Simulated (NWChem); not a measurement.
System: C2H7Si, doublet; SMILES C[SiH]C

Input file for NWChem:

```
start job
memory heap 200 mb stack 900 mb global 1100 mb
geometry units angstroms noautosym nocenter noautoz
  C      0.475162    -0.007658     1.564889
  Si    -0.571757     0.111311     0.000000
  C      0.475162    -0.007658    -1.564889
  H      1.020288    -0.966756     1.598871
  H     -0.152759     0.057584     2.466399
  H      1.216695     0.805127     1.607718
  H     -1.630533    -0.954404     0.000000
  H      1.020288    -0.966756    -1.598871
  H     -0.152759     0.057584    -2.466399
  H      1.216695     0.805127    -1.607718
end
basis spherical
  * library def2-svp
end
dft
  odft
  mult 2
  xc b3lyp
  iterations 150
  mulliken
end
task dft energy
esp
  recalculate
  probe 0.07
  range 0.3
  factor 1.0
  spacing 0.02
end
task esp
```

Parts of the log:

```
             Northwest Computational Chemistry Package (NWChem) 7.3.0
             --------------------------------------------------------

                             Geometry "geometry" -> ""
                             -------------------------

 Output coordinates in angstroms (scale by  1.889725989 to convert to a.u.)

  No.       Tag          Charge          X              Y              Z
 ---- ---------------- ---------- -------------- -------------- --------------
    1 C                    6.0000     0.47516200    -0.00765800     1.56488900
    2 Si                  14.0000    -0.57175700     0.11131100     0.00000000
    3 C                    6.0000     0.47516200    -0.00765800    -1.56488900
    4 H                    1.0000     1.02028800    -0.96675600     1.59887100
    5 H                    1.0000    -0.15275900     0.05758400     2.46639900
    6 H                    1.0000     1.21669500     0.80512700     1.60771800
    7 H                    1.0000    -1.63053300    -0.95440400     0.00000000
    8 H                    1.0000     1.02028800    -0.96675600    -1.59887100
    9 H                    1.0000    -0.15275900     0.05758400    -2.46639900
   10 H                    1.0000     1.21669500     0.80512700    -1.60771800

 Effective nuclear repulsion energy (a.u.)     104.7859179575

                                 NWChem DFT Module
                                 -----------------

 Summary of "ao basis" -> "ao basis" (spherical)
 ------------------------------------------------------------------------------
       Tag                 Description            Shells   Functions and Types
 ---------------- ------------------------------  ------  ---------------------
 C                          def2-svp                 6       14   3s2p1d
 Si                         def2-svp                 8       18   4s3p1d
 H                          def2-svp                 3        5   2s1p

            General Information
            -------------------
          SCF calculation type: DFT
          Wavefunction type:  spin polarized.
          No. of atoms     :    10
          No. of electrons :    33
           Alpha electrons :    17
            Beta electrons :    16
          Charge           :     0
          Spin multiplicity:     2
          Use of symmetry is: off; symmetry adaption is: off
          Maximum number of iterations: 150
          AO basis - number of functions:    81
                     number of shells:    41
          Convergence on energy requested:  1.00D-06
          Convergence on density requested:  1.00D-05
          Convergence on gradient requested:  5.00D-04

              XC Information
              --------------
                         B3LYP Method XC Potential
                     Hartree-Fock (Exact) Exchange  0.200
                        Slater Exchange Functional  0.800 local
                    Becke 1988 Exchange Functional  0.720 non-local
              Lee-Yang-Parr Correlation Functional  0.810
                  VWN I RPA Correlation Functional  0.190 local

             Grid Information
             ----------------
          Grid used for XC integration:  medium
          Radial quadrature: Mura-Knowles
          Angular quadrature: Lebedev.
          Tag              B.-S. Rad. Rad. Pts. Rad. Cut. Ang. Pts.
          ---              ---------- --------- --------- ---------
          C                   0.70       49          11.0       434
          Si                  1.10       88           8.0       590
          H                   0.35       45          12.0       434
          Grid pruning is: on
          Number of quadrature shells:   501
          Spatial weights used:  Erf1

      Superposition of Atomic Density Guess
      -------------------------------------

 Sum of atomic energies:        -367.48311845

      Non-variational initial energy
      ------------------------------

 Total energy =    -369.070581
 1-e energy   =    -712.206203
 2-e energy   =     238.349705
 HOMO         =      -0.119209
 LUMO         =       0.087855

     ---------------------------------------------
      Total Density - Mulliken Population Analysis
     ---------------------------------------------

    Atom       Charge   Shell Charges
 -----------   ------   -------------------------------------------------------
    1 C    6     6.58   1.99  0.96  0.28  2.10  1.23  0.01
    2 Si  14    13.57   2.00  1.99  1.05  0.36  5.94  1.01  1.07  0.14
    3 C    6     6.58   1.99  0.96  0.28  2.10  1.23  0.01
    4 H    1     0.86   0.65  0.19  0.03
    5 H    1     0.86   0.65  0.18  0.03
    6 H    1     0.87   0.65  0.19  0.03
    7 H    1     1.08   0.69  0.38  0.01
    8 H    1     0.86   0.65  0.19  0.03
    9 H    1     0.86   0.65  0.18  0.03
   10 H    1     0.87   0.65  0.19  0.03

     --------------------------------------------
      Spin Density - Mulliken Population Analysis
     --------------------------------------------

    Atom       Charge   Shell Charges
 -----------   ------   -------------------------------------------------------
    1 C    6     0.04   0.00  0.01 -0.00  0.03  0.01  0.00
    2 Si  14     0.82   0.00  0.00  0.06  0.10  0.00  0.22  0.43  0.00
    3 C    6     0.04   0.00  0.01 -0.00  0.03  0.01  0.00
    4 H    1     0.03   0.02  0.01  0.00
    5 H    1     0.00   0.00 -0.00  0.00
    6 H    1     0.00   0.00 -0.00  0.00
    7 H    1     0.05   0.03  0.02  0.00
    8 H    1     0.03   0.02  0.01  0.00
    9 H    1     0.00   0.00 -0.00  0.00
   10 H    1     0.00   0.00 -0.00  0.00

   convergence    iter        energy       DeltaE   RMS-Dens  Diis-err
 ---------------- ----- ----------------- --------- --------- ---------
 d= 0,ls=0.0,diis     1   -369.7237733814 -4.75D+02  3.76D-03  5.63D-02
                                                     2.88D-03  5.05D-02
 d= 0,ls=0.0,diis     2   -369.7490223353 -2.52D-02  1.22D-03  6.40D-03
                                                     1.27D-03  6.86D-03
 d= 0,ls=0.0,diis     3   -369.7503377661 -1.32D-03  6.02D-04  4.77D-03
                                                     5.50D-04  4.47D-03
 d= 0,ls=0.0,diis     4   -369.7528793717 -2.54D-03  1.16D-04  2.13D-05
                                                     6.39D-05  1.66D-05
 d= 0,ls=0.0,diis     5   -369.7528933702 -1.40D-05  2.31D-05  2.69D-06
                                                     3.41D-05  3.54D-06
  Resetting Diis
 d= 0,ls=0.0,diis     6   -369.7528959976 -2.63D-06  8.22D-06  1.54D-07
                                                     4.91D-06  9.82D-08
 d= 0,ls=0.0,diis     7   -369.7528961395 -1.42D-07  2.29D-06  8.83D-09
                                                     2.07D-06  8.92D-09

         Total DFT energy =     -369.752896139505
      One electron energy =     -715.644980201108
           Coulomb energy =      275.461755327096
    Exchange-Corr. energy =      -34.355589223036
 Nuclear repulsion energy =      104.785917957543

 Numeric. integr. density =       33.000003210198

                    DFT Final Alpha Molecular Orbital Analysis
                    ------------------------------------------

 Vector   15  Occ=1.000000D+00  E=-3.223276D-01
              MO Center= -5.8D-01, -3.1D-01,  3.3D-08, r^2= 3.2D+00
   Bfn.  Coefficient  Atom+Function         Bfn.  Coefficient  Atom+Function
  ----- ------------  ---------------      ----- ------------  ---------------
    62      0.353706   7 H  s                22     -0.243309   2 Si px
    63      0.214279   7 H  s                 4      0.183842   1 C  px
    36      0.183842   3 C  px               25     -0.151900   2 Si px
    57      0.140006   6 H  s                77      0.140006  10 H  s
    19      0.136170   2 Si px                6      0.131891   1 C  pz

 Vector   16  Occ=1.000000D+00  E=-3.170780D-01
              MO Center=  1.8D-01,  2.6D-02, -2.9D-08, r^2= 3.2D+00
   Bfn.  Coefficient  Atom+Function         Bfn.  Coefficient  Atom+Function
  ----- ------------  ---------------      ----- ------------  ---------------
     6      0.318292   1 C  pz               38      0.318292   3 C  pz
    24     -0.281763   2 Si pz                9      0.171705   1 C  pz
    41      0.171705   3 C  pz               27     -0.169674   2 Si pz
    21      0.157158   2 Si pz               52      0.143742   5 H  s
    72     -0.143742   9 H  s                 4      0.135396   1 C  px

 Vector   17  Occ=1.000000D+00  E=-1.903472D-01
              MO Center= -7.1D-01,  4.4D-01, -4.9D-09, r^2= 2.6D+00
   Bfn.  Coefficient  Atom+Function         Bfn.  Coefficient  Atom+Function
  ----- ------------  ---------------      ----- ------------  ---------------
    26      0.475488   2 Si py               18      0.398942   2 Si s
    23      0.347582   2 Si py               25     -0.252098   2 Si px
    17      0.231223   2 Si s                22     -0.184617   2 Si px
    20     -0.182398   2 Si py               63     -0.163267   7 H  s
    48      0.140114   4 H  s                68      0.140114   8 H  s

 Vector   18  Occ=0.000000D+00  E= 4.774570D-02
              MO Center=  5.8D-01, -7.7D-03, -2.1D-07, r^2= 6.6D+00
   Bfn.  Coefficient  Atom+Function         Bfn.  Coefficient  Atom+Function
  ----- ------------  ---------------      ----- ------------  ---------------
     3      1.864952   1 C  s                35      1.864953   3 C  s
    18     -0.972034   2 Si s                25     -0.845368   2 Si px
    48     -0.659178   4 H  s                68     -0.659178   8 H  s
    58     -0.616601   6 H  s                78     -0.616601  10 H  s
    53     -0.580343   5 H  s                73     -0.580343   9 H  s

 Vector   19  Occ=0.000000D+00  E= 5.634741D-02
              MO Center= -4.0D-01,  7.7D-02,  2.1D-07, r^2= 6.1D+00
   Bfn.  Coefficient  Atom+Function         Bfn.  Coefficient  Atom+Function
  ----- ------------  ---------------      ----- ------------  ---------------
     3      1.708262   1 C  s                35     -1.708261   3 C  s
    27     -1.298079   2 Si pz               48     -0.513946   4 H  s
    68      0.513946   8 H  s                58     -0.494980   6 H  s
    78      0.494980  10 H  s                53     -0.463217   5 H  s
    73      0.463217   9 H  s                 7     -0.165398   1 C  px

 Vector   20  Occ=0.000000D+00  E= 8.949925D-02
              MO Center= -4.9D-01, -8.4D-02,  3.2D-08, r^2= 5.1D+00
   Bfn.  Coefficient  Atom+Function         Bfn.  Coefficient  Atom+Function
  ----- ------------  ---------------      ----- ------------  ---------------
    63      1.592099   7 H  s                26      0.930907   2 Si py
    25      0.907302   2 Si px               18     -0.895072   2 Si s
    58     -0.680948   6 H  s                78     -0.680948  10 H  s
     3      0.426782   1 C  s                35      0.426782   3 C  s
    17     -0.270199   2 Si s                62      0.219334   7 H  s

                     DFT Final Beta Molecular Orbital Analysis
                     -----------------------------------------

 Vector   14  Occ=1.000000D+00  E=-3.937847D-01
              MO Center=  6.4D-01, -2.6D-01,  4.8D-09, r^2= 3.9D+00
   Bfn.  Coefficient  Atom+Function         Bfn.  Coefficient  Atom+Function
  ----- ------------  ---------------      ----- ------------  ---------------
     5      0.280302   1 C  py               37     -0.280302   3 C  py
    47     -0.263858   4 H  s                67      0.263858   8 H  s
     8      0.126829   1 C  py               40     -0.126829   3 C  py
    52      0.127278   5 H  s                72     -0.127278   9 H  s
     4     -0.117337   1 C  px               36      0.117337   3 C  px

 Vector   15  Occ=1.000000D+00  E=-3.163179D-01
              MO Center= -6.0D-01, -3.2D-01,  7.0D-08, r^2= 3.1D+00
   Bfn.  Coefficient  Atom+Function         Bfn.  Coefficient  Atom+Function
  ----- ------------  ---------------      ----- ------------  ---------------
    62      0.354688   7 H  s                22     -0.242175   2 Si px
    63      0.225276   7 H  s                 4      0.182095   1 C  px
    36      0.182095   3 C  px               25     -0.147714   2 Si px
    19      0.136289   2 Si px                6      0.134666   1 C  pz
    38     -0.134666   3 C  pz               57      0.134503   6 H  s

 Vector   16  Occ=1.000000D+00  E=-3.121748D-01
              MO Center=  1.8D-01,  2.2D-02, -6.8D-08, r^2= 3.2D+00
   Bfn.  Coefficient  Atom+Function         Bfn.  Coefficient  Atom+Function
  ----- ------------  ---------------      ----- ------------  ---------------
     6      0.315742   1 C  pz               38      0.315742   3 C  pz
    24     -0.278052   2 Si pz                9      0.172527   1 C  pz
    41      0.172527   3 C  pz               27     -0.159859   2 Si pz
    21      0.156213   2 Si pz                4      0.142090   1 C  px
    36     -0.142090   3 C  px               52      0.138492   5 H  s

 Vector   17  Occ=0.000000D+00  E=-7.452406D-02
              MO Center= -7.4D-01,  4.8D-01,  1.2D-09, r^2= 2.7D+00
   Bfn.  Coefficient  Atom+Function         Bfn.  Coefficient  Atom+Function
  ----- ------------  ---------------      ----- ------------  ---------------
    26      0.512725   2 Si py               18      0.444343   2 Si s
    25     -0.297343   2 Si px               23      0.293203   2 Si py
    17      0.236694   2 Si s                48      0.188261   4 H  s
    68      0.188261   8 H  s                63     -0.184982   7 H  s
    20     -0.168078   2 Si py               22     -0.154100   2 Si px

[...]

                     NWChem Electrostatic Potential Fit Module
                     -----------------------------------------

 Atom parameters

 Number of atoms is                                   10
 Number of basis functions is                         81

 Grid parameters

 Maximum number of grid points is                  41440
 Number of grid points is                          41439
 Grid range                                     0.300000 nm
 Grid spacing                                   0.020000 nm
 Probe radius                                   0.070000 nm
 Atom radius factor                             1.000000

 Atomic radii

    1    0.100000
    6    0.147000
   14    0.187000
 FASTESP  F
  using M.O. file = ./job.movecs

    Atom              Coordinates                           Charge

                                                  ESP

    1 C     0.047516   -0.000766    0.156489    0.104020
    2 Si   -0.057176    0.011131    0.000000   -0.031758
    3 C     0.047516   -0.000766   -0.156489    0.101803
    4 H     0.102029   -0.096676    0.159887   -0.005296
    5 H    -0.015276    0.005758    0.246640   -0.028180
    6 H     0.121670    0.080513    0.160772   -0.026319
    7 H    -0.163053   -0.095440    0.000000   -0.056521
    8 H     0.102029   -0.096676   -0.159887   -0.004791
    9 H    -0.015276    0.005758   -0.246640   -0.027616
   10 H     0.121670    0.080513   -0.160772   -0.025343
                                            ------------
                                               -0.000000

 Dipole moment                                  0.272408

 Quadrupole moment Qxx                         -1.389335
                   Qyy                          0.163579
                   Qzz                          1.225757

 RMS deviation kJ/mol                           0.074602

 RRMS %                                        80.619041
```

Level: B3LYP/def2-SVP, spin-unrestricted. In the optimisation the excess spin sits in a' (Cs, its own frame). The geometry was optimised at PBE0/def2-SVP, spin-unrestricted. No stability test was run on the SCF state.
